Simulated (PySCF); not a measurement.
Job file and geometry (Å, from PBE0-D3(BJ)/def2-SVP) of an NMR shielding run on `NP1Cc2ccccc2C1`, C8H10NP, GIAO PBE0/pcSseg-1 NMR shielding, non-relativistic, gas phase in PySCF; density fitting, a coarse starting grid and PySCF grid level 2 are the driver's defaults:

```
$ OMP_NUM_THREADS=1 python probes_run.py task.json out

{"job": {"kind": "nmr", "xc": "PBE0", "basis": "pcSseg-1"}, "charge": 0, "multiplicity": 1}
N      2.766989     0.227183     1.010695
P      2.691421     0.532943    -0.674338
C      1.550471    -0.821504    -1.305690
C      0.177110    -0.487490    -0.789985
C     -0.883568    -1.379709    -0.630729
C     -2.105890    -0.926820    -0.133237
C     -2.270815     0.416647     0.204571
C     -1.214233     1.314266     0.047756
C      0.010762     0.865844    -0.446604
C      1.240985     1.708106    -0.657807
H      3.599378    -0.267104     1.312680
H      1.934066    -0.140757     1.467584
H      1.910028    -1.814688    -0.994016
H      1.573740    -0.803653    -2.411169
H     -0.753612    -2.433551    -0.891520
H     -2.933544    -1.628092    -0.001412
H     -3.227169     0.766029     0.601294
H     -1.341466     2.365484     0.319844
H      1.200833     2.228525    -1.631777
H      1.390978     2.473268     0.118479
```

**Question.** What does the program print?

**Answer.** 
```
coarse grid: 17576 points
cycle   1  E = -706.2566531348  dE =  1.595e+00  |g| = 4.861e-01  |ddm| = 4.485e+00
cycle   2  E = -706.2432339763  dE =  1.342e-02  |g| = 5.586e-01  |ddm| = 1.160e+00
cycle   3  E = -706.3161532388  dE = -7.292e-02  |g| = 6.726e-02  |ddm| = 6.260e-01
cycle   4  E = -706.3169627511  dE = -8.095e-04  |g| = 3.347e-02  |ddm| = 1.112e-01
cycle   5  E = -706.3172208224  dE = -2.581e-04  |g| = 8.209e-03  |ddm| = 3.995e-02
cycle   6  E = -706.3172355397  dE = -1.472e-05  |g| = 4.037e-03  |ddm| = 1.344e-02
cycle   7  E = -706.3172398956  dE = -4.356e-06  |g| = 8.070e-04  |ddm| = 5.467e-03
final grid: 166304 points
cycle   8  E = -706.3737679408  dE = -3.978e-05  |g| = 9.190e-03  |ddm| = 5.613e-02
cycle   9  E = -706.3737564798  dE =  1.146e-05  |g| = 1.153e-02  |ddm| = 2.534e-02
cycle  10  E = -706.3737895044  dE = -3.302e-05  |g| = 1.525e-03  |ddm| = 1.535e-02
cycle  11  E = -706.3737901043  dE = -5.999e-07  |g| = 3.607e-04  |ddm| = 1.950e-03
cycle  12  E = -706.3737901376  dE = -3.327e-08  |g| = 1.178e-04  |ddm| = 4.459e-04
cycle  13  E = -706.3737901406  dE = -3.032e-09  |g| = 3.673e-05  |ddm| = 1.431e-04
cycle  14  E = -706.3737901409  dE = -3.029e-10  |g| = 7.543e-06  |ddm| = 5.330e-05
converged SCF energy = -706.3737901409

GIAO shielding tensors (ppm)
atom      isotropic    diamagn.    paramagn.     s11        s22        s33       span
  0 N      236.329     318.669     -82.340    209.448    236.543    262.995     53.548
  1 P      271.821     962.776    -690.955    227.674    276.244    311.546     83.872
  2 C      138.859     249.666    -110.807    120.121    135.799    160.658     40.537
  3 C       38.327     261.115    -222.787    -59.772     23.107    151.647    211.419
  4 C       50.939     250.125    -199.187    -54.759     42.388    165.187    219.946
  5 C       52.563     254.626    -202.063    -55.762     40.156    173.295    229.058
  6 C       52.511     254.609    -202.098    -55.617     39.705    173.446    229.062
  7 C       51.368     249.869    -198.502    -53.261     41.645    165.719    218.981
  8 C       36.742     261.179    -224.437    -60.526     19.548    151.203    211.729
  9 C      141.812     248.911    -107.099    122.470    142.131    160.835     38.364
 10 H       30.708      29.257       1.452     23.371     25.482     43.272     19.900
 11 H       30.290      33.991      -3.700     22.034     31.453     37.384     15.350
 12 H       28.699      30.488      -1.788     23.896     28.151     34.051     10.155
 13 H       28.259      29.498      -1.239     23.872     26.557     34.347     10.475
 14 H       23.793      32.100      -8.307     19.698     23.460     28.222      8.524
 15 H       23.982      30.037      -6.054     20.535     24.932     26.481      5.946
 16 H       23.974      29.950      -5.977     20.518     24.941     26.461      5.943
 17 H       23.741      31.852      -8.112     19.614     23.431     28.176      8.562
 18 H       28.184      28.829      -0.645     23.573     26.600     34.379     10.806
 19 H       28.477      29.506      -1.029     23.704     27.582     34.146     10.442
```

Size and cost of the density-fitted run: 227 basis functions, 92 s wall time on 1 thread of an Arm Neoverse N1, shared host; peak memory 1.1 GiB.
